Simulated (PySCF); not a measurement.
Bond curve of LiSe

Set-up: Li def2-SVP, Se def2-SVP; no relativity (PySCF 2.14). Energies in eV from Li + Se in their ground configurations at the same level. State: ²Π (doublet), unpaired electrons π ↑.

```json
{"R (Å)": "1.955", "r²SCAN": "-2.463", "UHF-CCSD(T)": ""}
{"R (Å)": "2.046", "r²SCAN": "-2.738", "UHF-CCSD(T)": "-2.232"}
{"R (Å)": "2.137", "r²SCAN": "-2.895", "UHF-CCSD(T)": "-2.399"}
{"R (Å)": "2.205", "r²SCAN": "-2.954", "UHF-CCSD(T)": "-2.465"}
{"R (Å)": "2.273", "r²SCAN": "-2.975", "UHF-CCSD(T)": "-2.491"}
{"R (Å)": "2.341", "r²SCAN": "-2.966", "UHF-CCSD(T)": "-2.486"}
{"R (Å)": "2.432", "r²SCAN": "-2.918", "UHF-CCSD(T)": "-2.443"}
{"R (Å)": "2.546", "r²SCAN": "-2.817", "UHF-CCSD(T)": "-2.346"}
{"R (Å)": "2.682", "r²SCAN": "-2.658", "UHF-CCSD(T)": "-2.189"}
{"R (Å)": "2.864", "r²SCAN": "-2.409", "UHF-CCSD(T)": ""}
```

Question: Put a parabola through the three lowest points of the r²SCAN curve and estimate Re, k and ωe (reduced mass 6.45 u; 1 eV/Å² = 0.16022 mdyn/Å; ωe = 1302.8·√(k/μ) cm⁻¹).

Answer: Through R = 2.205, 2.273, 2.341 Å the second-order coefficient is 3.24 eV/Å², so Re ≈ 2.287 Å, k ≈ 1.04 mdyn/Å and ωe ≈ 523 cm⁻¹. A polynomial fit of higher order to the unrounded r²SCAN energies gives Re = 2.284 Å, k = 0.993 mdyn/Å, ωe = 511 cm⁻¹; anharmonicity and rounding make the difference.

The higher-order fit for each curve: r²SCAN: Re = 2.284 Å, ωe = 511 cm⁻¹, De = 2.98 eV; UHF-CCSD(T): Re = 2.295 Å, ωe = 509 cm⁻¹, De = 2.49 eV.

Correlated steps freeze 9 core orbitals. Correlated levels converge slowly with the basis: in double zeta they bind strong bonds too weakly, by up to about 1 eV, and carry superposition errors of some tenths. Spin–orbit coupling is left out. The state was picked by a PBE0 search and need not be the measured ground state.
